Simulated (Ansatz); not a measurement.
```yaml
crystal:
  periodic: [false, false, false]
  atoms:
    - {symbol: O, position_ang: [-0.883064, -1.273796, 0.426251]}
    - {symbol: W, position_ang: [0.086023, 0.195519, -0.163482]}
    - {symbol: F, position_ang: [0.865952, 0.112004, 1.537826]}
    - {symbol: Cl, position_ang: [-0.943767, 0.172174, -2.181149]}
    - {symbol: Cl, position_ang: [1.435460, 2.000336, -0.571664]}
    - {symbol: Cl, position_ang: [-1.489873, 1.655907, 0.650994]}
    - {symbol: Cl, position_ang: [1.764164, -1.145589, -0.978897]}
    - {symbol: H, position_ang: [-0.834885, -1.716556, 1.280120]}
basis:
  gaussian: {orbitals: def2-TZVPD, fitting: {mean_field: def2-universal-jkfit}}
total_charge: 1
magnetization: {spin_polarized: true, initial_magnetization: 1}
hamiltonian: {xc: {name: r2SCANh}}
scf: {lower_state_search: full}
```

```sh
$ ansatz run in.yaml --threads 4 --pin off --events-out ev --progress --plain --max-ram 11315MiB
```

It prints (some lines left out):

```
Functional definition: r2SCANh
911 factors; integrals over basis functions are off by at most 1.6e0 eV
mean field evaluation 1: about -56678.0466 eV, gradient 6.4e1 eV
mean field evaluation 2: about -56678.0497 eV, gradient 6.4e1 eV
mean field evaluation 4: about -56684.1101 eV, gradient 3.8e1 eV
mean field evaluation 8: about -56691.2161 eV, gradient 6.4e0 eV
mean field evaluation 16: about -56691.4790 eV, gradient 2.2e-1 eV
mean field evaluation 32: about -56691.4814 eV, gradient 7.2e-4 eV
mean field evaluation 224: about -56691.4814 eV, gradient 5.7e-5 eV
mean field -56691.48137257 eV, -2083.3735135758 hartree, gradient 7.8e-6 eV, S^2 0.764285; 19 other end points of the search recorded, 0 dependent functions left out
reference -56691.48140471 eV, -2083.3735147568 hartree; 50, 49 occupied and 266, 267 virtual orbitals, 911 factors
Total energy: -56691.48140471 eV, -2083.3735147568 hartree
```

Run time 5.1 min (4 threads of an Intel Xeon Platinum 8488C on a shared host); peak host memory 1.6 GiB.
